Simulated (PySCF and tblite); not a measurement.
Values are calculated unless marked as measured or tabulated.
C5H2N2O2, numbered as in [N:1]#[C:2]/[CH:3]=[C:4](/[C:5]#[N:6])[C:7](=[O:8])[OH:9].

The ensemble was built from 90 distance-geometry starts (ETKDG, MMFF94s, GFN2-xTB) and rests on GFN2-xTB geometries. Free energies are PBE0-D3(BJ)/def2-SVP (IEF-PCM, methanol) single points with GFN2-xTB rigid-rotor and vibrational terms (modes under about 100 cm⁻¹ blended into free rotors). Symmetry numbers and mirror images are counted. Conformers within 2.5 kcal/mol (GFN2-xTB free energy) were kept, 6 at most. Codes: tblite and PySCF.

Rotational constants are equilibrium values for the commonest isotopes; dipoles come from the energy level named and are polarised by its solvent model.

Torsions listed: C3–C4–C7–O9, O8–C7–O9–H9. Of a mirror pair one member is shown.

```csv
conformer,shape,symmetry
1,"180°, 0°",Cs
2,"35°, 2°",C1 (pair)
```

Task: Give the rotational constants and dipole components.

Result: 
```json
{"conformer": "1", "A (MHz)": "2758", "B (MHz)": "1326", "C (MHz)": "896", "abs μa (D)": "1.61", "abs μb (D)": "0.33", "abs μc (D)": "0.00", "κ": "-0.54", "Ic−Ia−Ib (u Å²)": "0.0"}
{"conformer": "2", "A (MHz)": "2605", "B (MHz)": "1345", "C (MHz)": "928", "abs μa (D)": "1.99", "abs μb (D)": "0.14", "abs μc (D)": "1.10", "κ": "-0.50", "Ic−Ia−Ib (u Å²)": "-25.1"}
```

Task: Which type of transition is strongest for conformer 1?

Result: a-type, since that component is clearly the largest; the top is asymmetric (κ = -0.54).

The minima are those of GFN2-xTB; planar forms about aryl–S or allylic bonds may be saddles in DFT.


Conformer gaps in def2-SVP on xTB geometries can be 2 kcal/mol too large for S=O, P=O and other polar bonds.